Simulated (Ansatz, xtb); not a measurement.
Isomers of CInOSi in order of energy

3 gas-phase structures of CInOSi, found in a search over its isomers (lower ones may exist). Each was relaxed with GFN2-xTB; where two conformers were screened, the lower at r2SCAN-D4/def2-SVP is listed:

A. a doublet given by its coordinates
B. a doublet given by its coordinates
C. `O=[Si]=[C][In]`, a doublet

A (Å):

```yaml
atoms:
  - { symbol: C, position_ang: [-0.6707, -2.0829, 1.9919] }
  - { symbol: In, position_ang: [1.4659, -2.6553, 3.1331] }
  - { symbol: O, position_ang: [0.3534, -1.7797, 1.3377] }
  - { symbol: Si, position_ang: [-1.4597, -2.9039, 3.3464] }
```

Close contacts (Å): C1–In2 2.49, C1–O3 1.25, C1–Si4 1.77, In2–O3 2.29, In2–Si4 2.94.

B (Å):

```xyz
4

C     0.1446    0.7382    0.1105
In    0.2595   -1.2623    1.1977
O     0.5621   -0.3439   -0.8245
Si   -0.6706    0.6217   -1.5171
```

Close contacts (Å): C1–In2 2.28, C1–O3 1.49, C1–Si4 1.82, In2–O3 2.24, O3–Si4 1.71.

**Question.** Make a reasoned guess at their ranking by r2SCAN-D4/def2-SVP single-point energy.

**Answer.** Calculated order at r2SCAN-D4/def2-SVP: A (0.0), B (40.6), C (42.7) kcal/mol.

Energies above the lowest of each column, in kcal/mol:

| structure | GFN2-xTB | HF/STO-3G | r2SCAN-D4/def2-SVP |
| --- | --- | --- | --- |
| A | 0.1 | 0.0 | 0.0 |
| B | 8.5 | 7.1 | 40.6 |
| C | 0.0 | 75.6 | 42.7 |

Every level run on A puts it lowest or level with the lowest. Some further structures that were screened fall inside this span and aren't listed. No reliable frequencies are at hand for these structures. Open shells are spin-unrestricted, some with notable spin contamination. Atoms past krypton carry core potentials in the def2 sets, without spin–orbit terms.

Programs: Ansatz 0.2.0, xtb 6.7.1.
